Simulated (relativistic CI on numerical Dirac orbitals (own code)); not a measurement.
# Radial parameters of Co V

Calculated at this level of theory: Dirac-Coulomb-Breit CI, orbitals from a KLI potential per configuration, QED by a radiative potential, valence Slater integrals scaled by 0.85, P86 correlation energy added to each configuration (own radial code, finite nucleus).

Slater integrals F^k, G^k are unscaled and averaged over j, outside the closed core [Ne]; ζ comes from projecting the Hamiltonian with its Breit term on Σ l·s of the shell.

- 3s2.3p6.3d5: F^2(3d,3d) = 109550, F^4(3d,3d) = 68796, ζ(3d) = 642.86 cm⁻¹; <r>(3d) = 0.8734, <r^2>(3d) = 0.9388 (bohr units).
- 3s2.3p6.3d4.4s: F^2(3d,3d) = 114800, F^4(3d,3d) = 72304, ζ(3d) = 704.57, G^2(3d,4s) = 13298 cm⁻¹; <r>(3d) = 0.8396, <r^2>(3d) = 0.8637, <r>(4s) = 1.978, <r^2>(4s) = 4.403 (bohr units).
- 3s2.3p6.3d4.4p: F^2(3d,3d) = 115170, F^4(3d,3d) = 72556, ζ(3d) = 710.02, F^2(3d,4p) = 28503, G^1(3d,4p) = 10219, G^3(3d,4p) = 9527.2, ζ(4p) = 1369.4 cm⁻¹; <r>(3d) = 0.8375, <r^2>(3d) = 0.8585, <r>(4p) = 2.211, <r^2>(4p) = 5.514 (bohr units).

(1) Give the Racah parameters of the d shell in 3s2.3p6.3d5.

In this model ζ of a weakly bound d, f or g electron outside closed shells comes out too small, for d by up to a factor of two or three and at times with the wrong sign; that of an outer p electron is too small as well.

Averages of the first 10 configurations, taken without configuration mixing, which lowers the lowest level and can move excited configurations by several eV; other configurations of the list can lie among them:

```json
{"Configuration": "3s2.3p6.3d5", "Parity": "even", "States": "252", "Average energy above the lowest level (eV)": "7.5"}
{"Configuration": "3s2.3p6.3d4.4s", "Parity": "even", "States": "420", "Average energy above the lowest level (eV)": "31.3"}
{"Configuration": "3s2.3p6.3d4.4p", "Parity": "odd", "States": "1260", "Average energy above the lowest level (eV)": "40.4"}
{"Configuration": "3s2.3p5.3d6", "Parity": "odd", "States": "1260", "Average energy above the lowest level (eV)": "71.8"}
{"Configuration": "3s2.3p6.3d4.4d", "Parity": "even", "States": "2100", "Average energy above the lowest level (eV)": "53.5"}
{"Configuration": "3s2.3p6.3d4.5s", "Parity": "even", "States": "420", "Average energy above the lowest level (eV)": "57.3"}
{"Configuration": "3s2.3p6.3d4.5p", "Parity": "odd", "States": "1260", "Average energy above the lowest level (eV)": "60.8"}
{"Configuration": "3s2.3p6.3d4.4f", "Parity": "odd", "States": "2940", "Average energy above the lowest level (eV)": "62.9"}
{"Configuration": "3s2.3p6.3d4.5d", "Parity": "even", "States": "2100", "Average energy above the lowest level (eV)": "66.2"}
{"Configuration": "3s2.3p6.3d3.4s.4p", "Parity": "odd", "States": "1440", "Average energy above the lowest level (eV)": "70.3"}
```

Answers

(1) B = F²/49 − 5F⁴/441 = 1456 cm⁻¹ and C = 35F⁴/441 = 5460 cm⁻¹; values fitted to spectra at such low charge are typically 15 to 30 % smaller.
